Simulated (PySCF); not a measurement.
Si(H)2(NH2)2 (H6N2Si), SMILES N[SiH2]N. Heavy atoms are numbered as in [SiH2:1]([NH2:2])[NH2:3]. Hydrogens are named by the atom that carries them.

Geometry: PBE0-D3(BJ)/def2-TZVP. Other conformers were not sampled.

Level of theory: B3LYP/def2-TZVPD (PySCF).

ESP charges are fitted to the potential on shells at 1.4 to 2.0 van der Waals radii. Atomic charges (e), one atom of each kind:

| atom | meta-Löwdin | ESP fit |
|---|---|---|
| Si1 (SiH2) | 0.88 | [?] |
| N2 (NH2) | -0.74 | [?] |
| H on Si1 | -0.16 | [?] |
| H on N2 | 0.23 | [?] |

Q: Fill in the missing entries. (Estimate from the structure and the level; the computed values follow.)

A: 
- Si1 (SiH2), ESP fit: 0.76
- N2 (NH2), ESP fit: -0.91
- H on Si1, ESP fit: -0.16
- H on N2, ESP fit: 0.35
